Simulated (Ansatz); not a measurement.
Relative stability

The two ends of one reaction step of GeH5ClO, singlet (PBE0-D4/def2-TZVP).

A:

| atom | x (Å) | y (Å) | z (Å) |
| --- | --- | --- | --- |
| Ge1 | -1.1368 | -0.1723 | -0.0163 |
| Cl2 | 2.9715 | -0.8507 | 0.1018 |
| H3 | -1.3679 | -0.3937 | -1.5189 |
| H4 | -0.8659 | -1.4739 | 0.7352 |
| H5 | -2.2871 | 0.6377 | 0.6008 |
| H6 | 1.8940 | -0.1068 | 0.1697 |
| O7 | 0.3866 | 0.7644 | 0.2042 |
| H8 | 0.4054 | 1.5951 | -0.2765 |

B:

```xyz
8
angstrom
Ge -0.7869 -0.9048 -0.4841
Cl 1.3248 -1.0096 -0.9891
H -1.4351 -2.0560 -1.2646
H -0.9014 -1.1010 1.0256
H -1.2962 0.4538 -0.9648
H 1.4492 0.8979 0.7035
O 0.7836 1.4169 1.1671
H 0.8619 2.3028 0.8064
```

Ansatz 0.2.0; basis: def2-TZVPP; cores frozen in the correlated methods. Filled d shells of the heavier atoms are correlated. The def2 sets are not built for correlating such inner shells, so the correlated values are less sure here. B3LYP uses VWN-RPA correlation.

(1) Which structure is lower at CCSD(T), and by how much? (To be estimated.)

No T1 diagnostic of these runs exceeds 0.011.

Results:

(1) By the calculation: B, by 9.09 kcal/mol (electronic energy, against the other). By their contacts, A is a complex of GeH₄O ([OH][GeH3]) + HCl and B is a complex of GeH₃Cl ([Cl][GeH3]) + H₂O.

All methods give the same order:

| method | E(B) − E(A) (kcal/mol) |
| --- | --- |
| SPW92 | -7.11 |
| PBE-D4 | -9.29 |
| BLYP-D4 | -8.43 |
| r2SCAN-D4 | -9.40 |
| B97M-V | -9.87 |
| PBE0-D4 | -10.22 |
| B3LYP-D4 | -9.20 |
| r2SCAN0-D4 | -10.26 |
| BHLYP-D4 | -10.16 |
| CAM-B3LYP-D4 | -8.34 |
| wB97X-V | -9.65 |
| wB97M-V | -10.39 |
| B2PLYP | -8.77 |
| PBE-QIDH | -9.93 |
| RPA on PBE | -8.67 |
| HF | -11.25 |
| MP2 | -9.04 |
| CCSD | -9.42 |
| CCSD(T) | -9.09 |

Labels in which every atom is bracketed show which atoms are joined, not bond orders.

For scale, one of the runs: CCSD(T)/def2-TZVPP, 191 basis functions, launched by `ansatz run in.yaml --threads 4 --pin off --events-out ev --progress --plain --max-ram 9574MiB`. Time: 62 s of wall clock on 4 CPU threads of an Intel Xeon; the host was shared. Peak host memory: 2.1 GiB.
